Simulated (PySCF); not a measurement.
A calculated (BHandHLYP, PySCF 2.14, aug-cc-pwCVQZ, no relativity, point nucleus) atom or ion has these occupied shells.

```json
{"shell": "1s α", "electrons": "1", "orbital energy (eV)": "-2798.6", "rms radius, mean of both spins (bohr)": "0.106"}
{"shell": "1s β", "electrons": "1", "orbital energy (eV)": "-2798.3", "rms radius, mean of both spins (bohr)": "0.106"}
{"shell": "2s α", "electrons": "1", "orbital energy (eV)": "-270.26", "rms radius, mean of both spins (bohr)": "0.484"}
{"shell": "2s β", "electrons": "1", "orbital energy (eV)": "-270.04", "rms radius, mean of both spins (bohr)": "0.484"}
{"shell": "2p α", "electrons": "3", "orbital energy (eV)": "-206.30", "rms radius, mean of both spins (bohr)": "0.453"}
{"shell": "2p β", "electrons": "3", "orbital energy (eV)": "-205.92", "rms radius, mean of both spins (bohr)": "0.453"}
{"shell": "3s α", "electrons": "1", "orbital energy (eV)": "-26.235", "rms radius, mean of both spins (bohr)": "1.67"}
{"shell": "3s β", "electrons": "1", "orbital energy (eV)": "-24.186", "rms radius, mean of both spins (bohr)": "1.67"}
{"shell": "3p α", "electrons": "3", "orbital energy (eV)": "-11.956", "rms radius, mean of both spins (bohr)": "2.02"}
{"shell": "3p β", "electrons": "2", "orbital energy (eV)": "-10.960", "rms radius, mean of both spins (bohr)": "2.02"}
```

Problem. Name the element and its charge.

Solution. Cl (chlorine, neutral), in [Ne] 3s2 3p5, 2P determinant.
